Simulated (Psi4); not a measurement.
A run for Psi4: SAPT0/jun-cc-pV(D+d)Z on C2H6O (a complex).

```
memory 2025 MB

molecule dimer {
0 1
C     0.13631089    0.14782572   -0.19393894
H    -0.86372106    0.55475764   -0.04579590
H     0.82235242    0.58571681    0.52953990
H     0.11510911   -0.93379335   -0.06693690
H     0.47309810    0.38527346   -1.20189512
--
0 1
C    -0.71125908   -0.22275921    3.08357667
O     0.26033522   -0.12736014    3.77950468
H    -1.03030176   -1.18913322    2.64782842
H    -1.34528253    0.65055817    2.83641514
units angstrom
symmetry c1
no_reorient
no_com
}

set {
  basis jun-cc-pV(D+d)Z
  scf_type df
  freeze_core true
}

energy('sapt0')
```

It printed:

```
[...]
==> Input File <==

--------------------------------------------------------------------------
memory 2025 MB

molecule dimer {
0 1
C     0.13631089    0.14782572   -0.19393894
H    -0.86372106    0.55475764   -0.04579590
H     0.82235242    0.58571681    0.52953990
H     0.11510911   -0.93379335   -0.06693690
H     0.47309810    0.38527346   -1.20189512
--
0 1
C    -0.71125908   -0.22275921    3.08357667
O     0.26033522   -0.12736014    3.77950468
H    -1.03030176   -1.18913322    2.64782842
H    -1.34528253    0.65055817    2.83641514
units angstrom
symmetry c1
no_reorient
no_com
}

set {
  basis jun-cc-pV(D+d)Z
  scf_type df
  freeze_core true
}

energy('sapt0')
--------------------------------------------------------------------------


   => Loading Basis Set <=

    Name: JUN-CC-PV(D+D)Z
    Role: ORBITAL
    Keyword: BASIS
    atoms 1, 6     entry C          line   188 file jun-cc-pv_dpd_z.gbs
    atoms 2-5, 8-9 entry H          line    60 file jun-cc-pv_dpd_z.gbs
    atoms 7        entry O          line   256 file jun-cc-pv_dpd_z.gbs

   => Loading Basis Set <=

    Name: JUN-CC-PV(D+D)Z
    Role: ORBITAL
    Keyword: BASIS
    atoms 1, 6     entry C          line   188 file jun-cc-pv_dpd_z.gbs
    atoms 2-5, 8-9 entry H          line    60 file jun-cc-pv_dpd_z.gbs
    atoms 7        entry O          line   256 file jun-cc-pv_dpd_z.gbs


  //>>>>>>>>>>>>>>>>>>>>>>>>>>>>>>>>>>>//
  //              Dimer HF             //
  //<<<<<<<<<<<<<<<<<<<<<<<<<<<<<<<<<<<//

   => Libint2 <=

    Primary   basis highest AM E, G, H:  7, 6, 3
    Auxiliary basis highest AM E, G, H:  7, 7, 4
    Onebody   basis highest AM E, G, H:  -, -, -
    Solid Harmonics ordering:            Gaussian


   => Loading Basis Set <=

    Name: JUN-CC-PV(D+D)Z
    Role: ORBITAL
    Keyword: BASIS
    atoms 1, 6     entry C          line   188 file jun-cc-pv_dpd_z.gbs
    atoms 2-5, 8-9 entry H          line    60 file jun-cc-pv_dpd_z.gbs
    atoms 7        entry O          line   256 file jun-cc-pv_dpd_z.gbs


         ---------------------------------------------------------
                                   SCF
               by Justin Turney, Rob Parrish, Andy Simmonett
                          and Daniel G. A. Smith
                              RHF Reference
                        1 Threads,   1931 MiB Core
         ---------------------------------------------------------

  ==> Geometry <==

    Molecular point group: c1
    Full point group: C1

    Geometry (in Angstrom), charge = 0, multiplicity = 1:

       Center              X                  Y                   Z               Mass
    ------------   -----------------  -----------------  -----------------  -----------------
         C            0.136310890000     0.147825720000    -0.193938940000    12.000000000000
         H           -0.863721060000     0.554757640000    -0.045795900000     1.007825032230
         H            0.822352420000     0.585716810000     0.529539900000     1.007825032230
         H            0.115109110000    -0.933793350000    -0.066936900000     1.007825032230
         H            0.473098100000     0.385273460000    -1.201895120000     1.007825032230
         C           -0.711259080000    -0.222759210000     3.083576670000    12.000000000000
         O            0.260335220000    -0.127360140000     3.779504680000    15.994914619570
         H           -1.030301760000    -1.189133220000     2.647828420000     1.007825032230
         H           -1.345282530000     0.650558170000     2.836415140000     1.007825032230

  Running in c1 symmetry.

  Rotational constants: A =      1.13730  B =      0.04615  C =      0.04520 [cm^-1]
  Rotational constants: A =  34095.29033  B =   1383.39518  C =   1355.04630 [MHz]
  Nuclear repulsion =   67.821373291005585

  Charge       = 0
  Multiplicity = 1
  Electrons    = 26
  Nalpha       = 13
  Nbeta        = 13

  ==> Algorithm <==

  SCF Algorithm Type is DF.
  DIIS enabled.
  MOM disabled.
  Fractional occupation disabled.
  Guess Type is SAD.
  Energy threshold   = 1.00e-08
  Density threshold  = 1.00e-08
  Integral threshold = 1.00e-12

  ==> Primary Basis <==

  Basis Set: JUN-CC-PV(D+D)Z
    Blend: JUN-CC-PV(D+D)Z
    Number of shells: 42
    Number of basis functions: 84
    Number of Cartesian functions: 87
    Spherical Harmonics?: true
    Max angular momentum: 2

   => Loading Basis Set <=

    Name: (JUN-CC-PV(D+D)Z AUX)
    Role: JKFIT
    Keyword: DF_BASIS_SCF
    atoms 1, 6     entry C          line   146 file jun-cc-pvdz-jkfit.gbs
    atoms 2-5, 8-9 entry H          line    70 file jun-cc-pvdz-jkfit.gbs
    atoms 7        entry O          line   258 file jun-cc-pvdz-jkfit.gbs

  ==> Integral Setup <==

  DFHelper Memory: AOs need 0.022 GiB; user supplied 1.414 GiB.
  SCF_SUBTYPE=INCORE selected. In-core MEM_DF algorithm will be used.
  Using in-core AOs.

  ==> MemDFJK: Density-Fitted J/K Matrices <==

    J tasked:                   Yes
    K tasked:                 
[...]
 77A      3.429527
      78A      3.538539    79A      3.750041    80A      3.936238
      81A      5.032185    82A      5.037421    83A      5.048719
      84A     18.424420

    Final Occupation by Irrep:
              A
    DOCC [     8 ]
    NA   [     8 ]
    NB   [     8 ]

  @DF-RHF Final Energy:  -113.88302423818328

   => Energetics <=

    Nuclear Repulsion Energy =             31.3992930822835810
    One-Electron Energy =                -217.4358375648416768
    Two-Electron Energy =                  72.1535202443748176
    Total Energy =                       -113.8830242381832818

Computation Completed


Properties will be evaluated at   0.000000,   0.000000,   0.000000 [a0]

Properties computed using the SCF density matrix


 Multipole Moments:

 ------------------------------------------------------------------------------------
     Multipole            Electronic (a.u.)      Nuclear  (a.u.)        Total (a.u.)
 ------------------------------------------------------------------------------------

 L = 1.  Multiply by 2.5417464519 to convert [e a0] to [Debye]
 Dipole X            :          7.6938142           -8.6180148           -0.9242005
 Dipole Y            :          5.3774122           -5.4688890           -0.0914768
 Dipole Z            :       -103.1266012          102.4642406           -0.6623606
 Magnitude           :                                                    1.1407174

 ------------------------------------------------------------------------------------

  Constructing Basis Sets for SAPT...

   => Loading Basis Set <=

    Name: (JUN-CC-PV(D+D)Z AUX)
    Role: RIFIT
    Keyword: DF_BASIS_SAPT
    atoms 1, 6     entry C          line   100 file jun-cc-pvdz-ri.gbs
    atoms 2-5, 8-9 entry H          line    30 file jun-cc-pvdz-ri.gbs
    atoms 7        entry O          line   188 file jun-cc-pvdz-ri.gbs

   => Loading Basis Set <=

    Name: (JUN-CC-PV(D+D)Z AUX)
    Role: JKFIT
    Keyword: DF_BASIS_ELST
    atoms 1, 6     entry C          line   146 file jun-cc-pvdz-jkfit.gbs
    atoms 2-5, 8-9 entry H          line    70 file jun-cc-pvdz-jkfit.gbs
    atoms 7        entry O          line   258 file jun-cc-pvdz-jkfit.gbs


  //>>>>>>>>>>>>>>>>>>>>>>>>>>>>>>>>>>>//
  //               SAPT0               //
  //<<<<<<<<<<<<<<<<<<<<<<<<<<<<<<<<<<<//



        SAPT0
    Ed Hohenstein
     6 June 2009

      Orbital Information
  --------------------------
    NSO        =        84
    NMO        =        84
    NRI        =       279
    NRI (Elst) =       375
    NOCC A     =         5
    NOCC B     =         8
    FOCC A     =         1
    FOCC B     =         2
    NVIR A     =        79
    NVIR B     =        76

    Elst10,r            =    -0.000742543098 [Eh]
    Exch10              =     0.001672615297 [Eh]
    Exch10 (S^2)        =     0.001670901774 [Eh]

    Maxiter = 50
    CPHF R converge = 1.000000E-08

    Iter     Energy [mEh]          dE [mEh]         Residual      Time [s]
       1      -0.28311900       0.283118996     2.422475e-03             0
       2      -0.34069681       0.057577810     4.916139e-04             0
       3      -0.34311225       0.002415443     1.175081e-04             0
       4      -0.34241470      -0.000697545     3.063835e-05             0
       5      -0.34223949      -0.000175217     4.736468e-06             0
       6      -0.34227994       0.000040454     6.482946e-07             0
       7      -0.34227694      -0.000002996     8.229790e-08             0
       8      -0.34227715       0.000000207     1.111095e-08             0
       9      -0.34227713      -0.000000018     1.153074e-09             0

    CHF Iterations converged

    Maxiter = 50
    CPHF R converge = 1.000000E-08

    Iter     Energy [mEh]          dE [mEh]         Residual      Time [s]
       1      -0.07272576       0.072725762     1.004367e-03             0
       2      -0.08533542       0.012609659     2.896120e-04             0
       3      -0.08592994       0.000594523     6.222939e-05             0
       4      -0.08578400      -0.000145946     1.938452e-05             0
       5      -0.08574477      -0.000039227     3.930941e-06             0
       6      -0.08575563       0.000010855     6.128334e-07             0
       7      -0.08575504      -0.000000581     2.011093e-07             0
       8      -0.08575490      -0.000000149     7.210389e-08             0
       9      -0.08575499       0.000000099     2.017267e-08             0
      10      -0.08575497      -0.000000026     7.962060e-09             0

    CHF Iterations converged

    Ind20,r (A<-B)      =    -0.000342277134 [Eh]
    Ind20,r (B<-A)      =    -0.000085754968 [Eh]
    Ind20,r             =    -0.000428032102 [Eh]
    Exch-Ind20,r (A<-B) =     0.000198187844 [Eh]
    Exch-Ind20,r (B<-A) =     0.000080311481 [Eh]
    Exch-Ind20,r        =     0.000278499325 [Eh]
    Disp20              =    -0.001385966922 [Eh]
    Disp20 (SS)         =    -0.000692983461 [Eh]
    Disp20 (OS)         =    -0.000692983461 [Eh]
    Exch-Disp20         =     0.000103050469 [Eh]
    Exch-Disp20 (SS)    =     0.000058356556 [Eh]
    Exch-Disp20 (OS)    =     0.000044693913 [Eh]

    SAPT Results
  --------------------------------------------------------------------------------------------------------
    Electrostatics                 -0.74254310 [mEh]      -0.46595283 [kcal/mol]      -1.94954664 [kJ/mol]
      Elst10,r                     -0.74254310 [mEh]      -0.46595283 [kcal/mol]      -1.94954664 [kJ/mol]

    Exchange                        1.67261530 [mEh]       1.04958195 [kcal/mol]       4.39145086 [kJ/mol]
      Exch10                        1.67261530 [mEh]       1.04958195 [kcal/mol]       4.39145086 [kJ/mol]
      Exch10(S^2)                   1.67090177 [mEh]       1.04850669 [kcal/mol]       4.38695200 [kJ/mol]

    Induction                      -0.26444123 [mEh]      -0.16593938 [kcal/mol]      -0.69429035 [kJ/mol]
      Ind20,r                      -0.42803210 [mEh]      -0.26859420 [kcal/mol]      -1.12379813 [kJ/mol]
      Exch-Ind20,r                  0.27849932 [mEh]       0.17476096 [kcal/mol]       0.73119988 [kJ/mol]
      delta HF,r (2)               -0.11490845 [mEh]      -0.07210614 [kcal/mol]      -0.30169210 [kJ/mol]

    Dispersion                     -1.28291645 [mEh]      -0.80504223 [kcal/mol]      -3.36829668 [kJ/mol]
      Disp20                       -1.38596692 [mEh]      -0.86970737 [kcal/mol]      -3.63885565 [kJ/mol]
      Exch-Disp20                   0.10305047 [mEh]       0.06466515 [kcal/mol]       0.27055897 [kJ/mol]
      Disp20 (SS)                  -0.69298346 [mEh]      -0.43485369 [kcal/mol]      -1.81942783 [kJ/mol]
      Disp20 (OS)                  -0.69298346 [mEh]      -0.43485369 [kcal/mol]      -1.81942783 [kJ/mol]
      Exch-Disp20 (SS)              0.05835656 [mEh]       0.03661929 [kcal/mol]       0.15321512 [kJ/mol]
      Exch-Disp20 (OS)              0.04469391 [mEh]       0.02804585 [kcal/mol]       0.11734385 [kJ/mol]

  Total HF                          0.66563097 [mEh]       0.41768974 [kcal/mol]       1.74761387 [kJ/mol]
  Total SAPT0                      -0.61728548 [mEh]      -0.38735249 [kcal/mol]      -1.62068281 [kJ/mol]

  Special recipe for scaled SAPT0 (see Manual):
    Electrostatics sSAPT0          -0.74254310 [mEh]      -0.46595283 [kcal/mol]      -1.94954664 [kJ/mol]
    Exchange sSAPT0                 1.67261530 [mEh]       1.04958195 [kcal/mol]       4.39145086 [kJ/mol]
    Induction sSAPT0               -0.26358354 [mEh]      -0.16540117 [kcal/mol]      -0.69203849 [kJ/mol]
    Dispersion sSAPT0              -1.28259909 [mEh]      -0.80484308 [kcal/mol]      -3.36746345 [kJ/mol]
  Total sSAPT0                     -0.61611043 [mEh]      -0.38661513 [kcal/mol]      -1.61759771 [kJ/mol]
  --------------------------------------------------------------------------------------------------------



*** Psi4 exiting successfully. Buy a developer a beer!
```

The run finished.

Cost: roughly 5 core-seconds.
